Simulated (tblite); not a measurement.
Compound: C6H11NS.
Cartesian coordinates in Å at the GFN2-xTB level; atoms count from 1:
```
atom  x, y, z in Å
C1    -2.8833   -0.8238   -0.1172
N2    -1.6466   -0.1170   -0.0229
C3    -0.9161    0.0306   -1.0320
C4     0.3914    0.7416   -0.9652
C5     0.7535    1.2662    0.4162
C6     1.2820    0.0716    1.2010
C7     2.3324   -0.5886    0.3241
S8     1.7018   -0.4918   -1.3897
H9    -3.6850   -0.1413    0.1689
H10   -2.8679   -1.6384    0.6080
H11   -3.0854   -1.2269   -1.1190
H12   -1.1657   -0.3759   -2.0242
H13    0.4282    1.5132   -1.7379
H14    1.5260    2.0328    0.3299
H15   -0.1293    1.6913    0.8909
H16    1.7118    0.3717    2.1569
H17    0.4589   -0.6192    1.3843
H18    3.2815   -0.0514    0.3528
H19    2.5022   -1.6354    0.5676
```

Method: GFN2-xTB as coded in tblite; computed harmonic values from a numerical Hessian at the method's own geometry, unscaled. Against measured fundamentals such values can be off by several per cent, at times by over 20. One conformer, not necessarily the lowest.

Harmonic wavenumbers (cm⁻¹): 55.9, 85.2, 143.9, 163.4, 203.9, 263.1, 319.0, 371.6, 464.3, 493.8, 666.4, 700.9, 712.4, 858.8, 863.4, 911.5, 938.3, 981.4, 1020.0, 1031.0, 1068.1, 1082.9, 1092.1, 1102.9, 1149.2, 1153.5, 1162.6, 1216.0, 1242.1, 1288.5, 1299.8, 1321.1, 1332.7, 1392.6, 1453.1, 1458.3, 1459.5, 1472.9, 1478.9, 1753.8, 2822.9, 2887.2, 2945.7, 2969.6, 2981.7, 2983.9, 2996.7, 3000.2, 3009.2, 3014.3, 3019.3.

A = 2991, B = 1165, C = 1032 MHz; mass 129.061 u (most abundant isotopes); point group C1, symmetry number 1.

**Question.** Zero-point energy?

**Answer.** ½Σν̃ = 34930 cm⁻¹ = 417.85 kJ/mol.

**Question.** What is S at 298.15 K and 1 bar for an ideal gas of classical rigid rotors and harmonic oscillators?

**Answer.** Translation 169.47, rotation 120.84, vibration 98.98: S = 389.3 J/(mol K).

**Question.** And Cp and H(298.15 K) − H(0)?

**Answer.** Cp = 142.57 J/(mol K), of which vibrations give 109.31 (their classical limit is 51 R = 424.0); H(298.15 K) − H(0) = 25.80 kJ/mol without the zero-point energy, 15.89 from vibrations.

**Question.** What must be added to the electronic energy to get the Gibbs energy at 298.15 K and 1 bar?

**Answer.** ZPE + [H(298.15 K) − H(0)] − T·S = 417.85 + 25.80 − 116.07 = 327.58 kJ/mol.

**Question.** Blend soft modes into free rotors: weight 1/[1 + (100 cm⁻¹/ν̃)⁴] for the oscillator and the rest for a rotor with moment μB/(μ + B), μ = h/(8π²ν), B = 10⁻⁴⁴ kg m². What vibrational entropy results?

**Answer.** 92.27 J/(mol K) in place of 98.98, which changes −T·S at 298.15 K by +2.00 kJ/mol.

Hindered rotation and anharmonicity are outside this model. Other conformers, if any are populated, would add a mixing term that is left out. The structure is chiral; the term R ln 2 for an equal mix with its mirror image is left out.
